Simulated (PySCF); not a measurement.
**Computed structure and properties of [Yb(H2O)3]3+**

System: [Yb(H2O)3]3+ (singlet in the valence; each metal's 4f electrons, 13 of them, lie in its core potential, out of spins and levels); start: displaced along the imaginary mode (D3). Method: PySCF 2.14.0, RKS B3LYP, Yb lcecp-1-SVP with ECP59, O def2-SVP, H def2-SVP; non-relativistic Hamiltonian with scalar-relativistic core potentials where named; density fitting; no spin-orbit coupling.

Input of the relaxation:

```python
mol = gto.M(atom='''
Yb    -0.00000     0.00000    -0.00000
O      2.21674    -0.00002     0.00000
H      2.83697     0.24998     0.77519
H      2.83697    -0.25002    -0.77519
O     -1.10836     1.91976     0.00000
H     -1.63498     2.33190     0.77519
H     -1.20196     2.58190    -0.77519
O     -1.10838    -1.91975    -0.00000
H     -1.20200    -2.58188     0.77519
H     -1.63501    -2.33188    -0.77519''',
    basis={'Yb': 'lcecp-1-SVP', 'O': 'def2-SVP', 'H': 'def2-SVP'},
    ecp={'Yb': 'lcecp-1-SVP'},
    charge=3, spin=0)
mf = dft.RKS(mol, xc='B3LYP')
mf.grids.atom_grid = (50, 194)  # f atoms: unpruned, at least (60, 302)
mf = mf.density_fit()  # fitting sets: Yb AutoAux, O def2-universal-JKFIT, H def2-universal-JKFIT
mf.conv_tol = 1e-08; mf.max_cycle = 55
mf.kernel(dm0)  # dm0: converged density of the start geometry
# quasi-Newton relaxation in Cartesian coordinates to a largest gradient under 0.00045 Eh/bohr, steps kept in the point group
```

Run from Python with OMP_NUM_THREADS=2; the lines above give its settings. Where DIIS fails, smearing, a level shift and second-order steps follow.
It took 84 s on 2 threads of Arm Neoverse V2, on a shared host, from the converged density of the start.

Course of the relaxation:

```
step  energy above end (eV)  largest force component within the symmetry (eV/Å)
   0                 0.2478                                               1.122
   1                 0.1041                                               0.100
   2                 0.0963                                               0.048
   3                 0.0892                                               0.200
   4                 0.0843                                               0.311
   5                 0.0740                                               0.250
   6                 0.0538                                               0.076
   7                 0.0465                                               0.192
  16                 0.0007                                               0.040
  17                 0.0004                                               0.055
  18                 0.0002                                               0.019
  19                 0.0001                                               0.007
  20                 0.0000                                               0.014
  21                 0.0000                                               0.004
```
(The steps between are left out.)

Relaxed geometry (D3):

```xyz
10

Yb    0.0000    0.0000    0.0000
O     2.2060    0.0000    0.0000
H     2.8253    0.7329    0.2566
H     2.8253   -0.7329   -0.2566
O    -1.1030    1.9105    0.0000
H    -2.0473    2.0803    0.2566
H    -0.7779    2.8132   -0.2566
O    -1.1030   -1.9104    0.0000
H    -0.7780   -2.8132    0.2566
H    -2.0473   -2.0803   -0.2566
```

```json
{"contact": "Yb1–O2 (H2O)", "Å": "2.206"}
{"contact": "Yb1–O5 (H2O)", "Å": "2.206"}
{"contact": "Yb1–O8 (H2O)", "Å": "2.206"}
```

On the finer grid (75, 302):

```
HOMO                                                          : -25.24 eV
LUMO                                                          : -17.74 eV
Dipole about the centre of mass                               : 0.00 D
Set of Mulliken populations of Yb1 outside the core potential : s 2.17, p 6.19, d 0.72, f 0.03
D3(BJ) dispersion energy (not in the energies)                : -0.254 eV
```

| atom | Mulliken (e) | Löwdin (e) | spin (e) |
| --- | --- | --- | --- |
| Yb1 | 1.89 | 1.57 | 0.00 |
| O2 | -0.31 | 0.03 | 0.00 |
| H3 | 0.34 | 0.22 | 0.00 |
| H4 | 0.34 | 0.22 | 0.00 |
| O5 | -0.31 | 0.03 | 0.00 |
| H6 | 0.34 | 0.22 | 0.00 |
| H7 | 0.34 | 0.22 | 0.00 |
| O8 | -0.31 | 0.03 | 0.00 |
| H9 | 0.34 | 0.22 | 0.00 |
| H10 | 0.34 | 0.22 | 0.00 |

The 4f levels lie in the core potential and are missing. Their spin isn't counted.

On the grid (50, 194), as all that follows. Harmonic modes: a minimum within the noise of the softest modes; lowest -22 cm⁻¹ (negative: unstable), highest 3524 cm⁻¹, zero-point energy 1.973 eV.

Taking off one H2O (charge 0, singlet; the rest: singlet) in vacuum, both parts rigid, costs 4.09 eV; the small basis without counterpoise inflates it. Parting with an electron moved from the ligand to the metal can be far cheaper, even downhill.

Rigid scan of H2O along the line from its metal:

distance to O2 (Å), energy (eV) and a bar:
```
     1.91      0.774 ##############################
     2.01      0.292 ###########
     2.11      0.062 ##
     2.21      0.000 
     2.31      0.047 ##
     2.41      0.164 ######
     2.61      0.505 ####################
```

One start shape was tried, so this needn't be the lowest isomer.

An lcecp potential fixes the number of 4f electrons, so in runs with it no electron can move into or out of that shell.
